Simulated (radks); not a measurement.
Values are calculated unless marked as measured or tabulated.
Species: the dysprosium ion Dy55+. Configuration: [Ne] 3s1 (the NIST ground configuration). Code: a radial shooting solver on a logarithmic mesh with Libxc functionals. Model: scalar-relativistic Kohn-Sham, LDA (Slater exchange, Perdew-Wang correlation), spin-polarised, spherical densities, point nucleus; open shells are filled with parallel spins first (spin-orbit coupling, left out, can overturn this in heavy ions). Some entries of the table are withheld. Estimate them.

orbital,occ.,eigenvalue (hartree),r(max) (bohr)
1s up,1,-2129.669,0.01338
1s down,1,-2129.513,0.01338
2s up,1,-478.1552,0.07545
2s down,1,-477.9911,0.07546
2p up,3,-442.8933,0.06102
2p down,3,-442.7468,0.06102
3s up,1,-197.6674,(1)
3s down,0,-196.6674,(2)
3p up,0,-187.1270,(3)
3p down,0,-186.1713,(4)
3d up,0,-177.4304,0.1533
3d down,0,-176.6824,0.1526
4s up,0,-106.7801,0.3933
4s down,0,-106.3472,0.3942

Answer. 
(1) 3s up r(max) (bohr): 0.2011
(2) 3s down r(max) (bohr): 0.2008
(3) 3p up r(max) (bohr): 0.1944
(4) 3p down r(max) (bohr): 0.1940
